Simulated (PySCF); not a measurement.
## Correlation energy of Co⁻ (cobalt, charge -1)

[Ar] 3d8 4s2, high-spin 3F determinant. Calculation: PySCF 2.14, in aug-cc-pVTZ with one added diffuse shell each of s, p, d, f, g type (9s8p6d4f3g, 118 functions); no relativity, point nucleus. Frozen: [Ar]; 10 electrons correlated.

MP2 pair energies summed by pair of shells (mhartree):

| pair | energy | share (%) |
| --- | --- | --- |
| 3d-3d | -297.81 | 88.1 |
| 3d-4s | -29.43 | 8.7 |
| 4s-4s | -10.71 | 3.2 |

Total MP2 correlation energy: -337.95 mhartree.

Same-spin part -124.71 and opposite-spin part -213.24 mhartree; SCS-MP2 scales them by 1/3 and 6/5 to -297.45 mhartree.

The Hartree-Fock reference does not bind the outermost electron (its level is positive or very diffuse), so these energies belong to a reference that the basis holds together.
